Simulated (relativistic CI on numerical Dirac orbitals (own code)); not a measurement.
Computed by Dirac-Coulomb-Breit CI, orbitals from a KLI potential per configuration, model QED, unscaled Slater integrals (own radial code, finite nucleus).

The strongest absorption lines from the ground level of an ion, among the configurations computed and to levels below about 6330 eV (vacuum wavelength in nm, gf): 0.23038 (0.39), 0.23481 (0.49), 0.23562 (1), 0.24595 (0.044), 2.1371 (0.17).

**Question.** Which ion is it?
A. Sn⁴⁴⁺
B. Ce⁵²⁺
C. Xe⁴⁸⁺
D. Pd⁴⁰⁺

**Answer.** C. Xe⁴⁸⁺ has 6 electrons and the ground level 2s2.2p2 3P_0; the strongest line goes to 2s.2p2.3p 3P°_1. The pattern of lines fixes the number of electrons, and along that sequence the line energies rise steadily with the charge (about as its square where n changes within one kind of shell, about linearly where n is kept but much faster in heavy ions where fine structure, which grows about as Z⁴, sets the gap, and irregularly where shells cross), which fixes Z. Configurations outside the model, such as inner-shell arrays, can give stronger lines. At this charge energies of transitions that change n are usually good to better than 1 %, and those within a shell (Δn = 0) to a few per cent.

LS names give the leading component of a level, which can be under half, so a name can repeat, a term be missing and a line seem to break the LS rules.
